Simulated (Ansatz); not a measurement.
Process, species as SMILES: F[BH] (BH-F) → B atom + F atom + H atom
B3LYP-D3(BJ)/def2-TZVP geometries, fixed; electronic energies without zero-point terms.

Basis-set convergence of the atomisation energy at HF with Ansatz (a program for electronic structure). Cartesian d functions, on some or all atoms, in 6-31G*, 6-31+G*; all else is spherical. Open shells are unrestricted. No added dispersion term, no relativity. Functions are those of the species that has most. Reference: the value in aug-pcseg-3, 186.52 kcal/mol, itself unsure by roughly 0.56 kcal/mol (its mean distance from aug-cc-pVQZ, cc-pV5Z, def2-QZVPPD). Deviations are taken from unrounded values.

| basis | functions | atomisation energy (kcal/mol) |
|---|---|---|
| 6-31G* | 32 | 184.96 |
| 6-31+G* | 40 | 182.91 |
| cc-pVDZ | 33 | 175.55 |
| aug-cc-pVDZ | 55 | 176.89 |
| def2-SVP | 33 | 186.91 |
| def2-SVPD | 51 | 186.51 |
| pcseg-1 | 33 | 180.95 |
| aug-pcseg-1 | 55 | 183.04 |
| 6-311G** | 42 | 179.88 |
| 6-311+G** | 50 | 180.18 |
| def2-TZVP | 68 | 185.17 |
| def2-TZVPD | 86 | 185.21 |
| cc-pVTZ | 74 | 185.27 |
| aug-cc-pVTZ | 115 | 185.43 |
| pcseg-2 | 74 | 186.46 |
| aug-pcseg-2 | 115 | 186.78 |
| def2-TZVPP | 76 | 185.30 |
| def2-TZVPPD | 94 | 185.33 |
| cc-pVQZ | 140 | 185.92 |
| aug-cc-pVQZ | 206 | 185.97 |
| def2-QZVPP | 144 | 185.88 |
| def2-QZVPPD | 162 | 185.91 |
| pcseg-3 | 153 | 186.48 |
| aug-pcseg-3 | 219 | 186.52 |

What the diffuse functions change, pair by pair:
- 6-31G* to 6-31+G*: 8 more functions, deviation -1.56 to -3.61 kcal/mol
- cc-pVDZ to aug-cc-pVDZ: 22 more functions, deviation -10.97 to -9.63 kcal/mol
- def2-SVP to def2-SVPD: 18 more functions, deviation 0.39 to -0.01 kcal/mol
- pcseg-1 to aug-pcseg-1: 22 more functions, deviation -5.56 to -3.48 kcal/mol
- 6-311G** to 6-311+G**: 8 more functions, deviation -6.63 to -6.33 kcal/mol
- def2-TZVP to def2-TZVPD: 18 more functions, deviation -1.34 to -1.30 kcal/mol
- cc-pVTZ to aug-cc-pVTZ: 41 more functions, deviation -1.24 to -1.09 kcal/mol
- pcseg-2 to aug-pcseg-2: 41 more functions, deviation -0.05 to 0.26 kcal/mol
- def2-TZVPP to def2-TZVPPD: 18 more functions, deviation -1.21 to -1.19 kcal/mol
- cc-pVQZ to aug-cc-pVQZ: 66 more functions, deviation -0.60 to -0.54 kcal/mol
- def2-QZVPP to def2-QZVPPD: 18 more functions, deviation -0.63 to -0.61 kcal/mol
- pcseg-3 to aug-pcseg-3: 66 more functions, deviation -0.03 to 0.00 kcal/mol

Leaving out the reference's own pair, they bring the value nearer the reference by more than 0.56 kcal/mol in 2 of 11 pairs.
